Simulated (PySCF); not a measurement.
A calculated (r2SCAN, PySCF 2.14, aug-cc-pVDZ-DK, scalar relativity by spin-free X2C-1e) atom or ion has these occupied shells.

```csv
shell,electrons,orbital energy (eV),"rms radius, mean of both spins (bohr)"
1s α,1,-861.74,0.183
1s β,1,-860.43,0.183
2s α,1,-59.259,0.952
2s β,1,-55.841,0.952
2p α,3,-34.285,1.01
2p β,2,-32.089,1.01
```

(1) Name the element and its charge.

## Answers

(1) Ne⁺ (neon, charge +1), in [He] 2s2 2p5, 2P determinant.
